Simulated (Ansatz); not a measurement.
Stepwise reaction of `[OH][Mo]([F])(=[S])([Cl])[Cl]` with hydrogen fluoride, as a gas-phase model of exchange steps in deposition or etching. ΔE in kJ/mol; ΔG adds harmonic PBE0-D4 terms to CCSD(T)/CBS, at 1 bar.

Gas-phase electronic energies from Ansatz, PBE0-D4/def2-TZVP geometries. CCSD(T)/CBS adds triple-zeta CCSD(T) − MP2 to the extrapolated MP2 energy (def2 sets, frozen cores). This one scheme is used for every species. DFT in def2-TZVPP. B3LYP here is the variant with VWN-RPA as its local correlation; programs differ in this. Elements past krypton have def2 core potentials. For Mo outer-core shells are correlated without core-valence functions, which leaves a few kJ/mol of doubt a bond. Each species was taken in one conformer, which may not be the lowest.

| step | reaction | PBE-D4 | B3LYP-D4 | ωB97M-V | CCSD(T)/CBS | ΔG(400 K) |
| --- | --- | --- | --- | --- | --- | --- |
| 2 | `[OH][Mo]([F])([F])(=[S])[Cl]` + H–F → `[OH][Mo]([F])([F])([F])=[S]` + HCl | -7.9 | -8.7 | -12.1 | 4.8 | -1.7 |

Q: Give the row of step 1, `[OH][Mo]([F])(=[S])([Cl])[Cl]` + H–F → `[OH][Mo]([F])([F])(=[S])[Cl]` + HCl. (Estimate.)

A: Ansatz gave: 
```json
{"step": "1", "reaction": "`[OH][Mo]([F])(=[S])([Cl])[Cl]` + H–F → `[OH][Mo]([F])([F])(=[S])[Cl]` + HCl", "PBE-D4": "-11.1", "B3LYP-D4": "-12.4", "ωB97M-V": "-16.5", "CCSD(T)/CBS": "1.4", "ΔG(400 K)": "-0.3"}
```

Q: By hand: ΔE of the 2 steps together at CCSD(T)/CBS.

A: (1.4) + (4.8) = 6.2 kJ/mol, or 3.1 kJ/mol a step.

In ΔE the steps differ by no more than 3.4 kJ/mol. ΔG lies between -1.7 and -0.3 kJ/mol a step. PBE-D4 differs from CCSD(T)/CBS by -12.7 to -12.5 kJ/mol a step. Isolated molecules leave out the surface, adducts and barriers. Largest T1 diagnostic: 0.024.
